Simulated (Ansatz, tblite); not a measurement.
Removing and adding an electron: pentacene, `c1ccc2cc3cc4cc5ccccc5cc4cc3cc2c1`. Charge 0, multiplicity 1. Geometry: PBE-D4/def2-SVP. Ansatz, gas phase; energy differences of separate SCF runs; the oxidised species was run as a doublet alone; the reduced species was run as a doublet alone.

The xTB rows come from tblite.

| level | −HOMO (eV) | vertical IE (eV) | −LUMO (eV) | vertical EA (eV) | HOMO–LUMO gap (eV) | IE − EA (eV) | remarks |
| --- | --- | --- | --- | --- | --- | --- | --- |
| GFN1-xTB | 10.36 | 12.20 | 9.18 | 7.34 | 1.18 | 4.87 | – |
| GFN2-xTB | 9.36 | 11.24 | 8.17 | 6.30 | 1.18 | 4.94 | – |
| PBE-D4/def2-SVP | 4.37 | 6.18 | 3.23 | 1.54 | 1.14 | 4.64 | HOMO above zero (-1 doublet), restricted SCF unstable in HF (singlet) |
| BLYP-D4/def2-SVP | 4.12 | 5.99 | 2.98 | 1.36 | 1.14 | 4.63 | HOMO above zero (-1 doublet), restricted SCF unstable in HF (singlet) |
| PBE0-D4/def2-SVP | 5.05 | 6.28 | 2.67 | 1.54 | 2.37 | 4.74 | restricted SCF unstable in HF (singlet) |

Relaxing the reduced species (PBE-D4/def2-SVP) changes its energy by -0.05 eV at PBE-D4/def2-SVP, so the adiabatic electron affinity to this nearest minimum is 1.59 eV. At PBE0-D4/def2-SVP that geometry lies 0.00 eV above the vertical one, so it gives no adiabatic value. The highest occupied level of the relaxed charge -1 doublet lies above zero (up to 0.15 eV). By energy differences its removal costs 1.59 eV (each at its own geometry, to the charge 0 singlet, at PBE-D4/def2-SVP); self-interaction error and the lack of diffuse functions both raise the level.     A HOMO above zero means that the electron is unbound at that level or that self-interaction error raises the level; the energy of removing that electron tells which. Raw xTB energy differences between charge states are shifted by several eV; the methods need an empirical correction for them. Sets without diffuse functions give affinities that are too small.
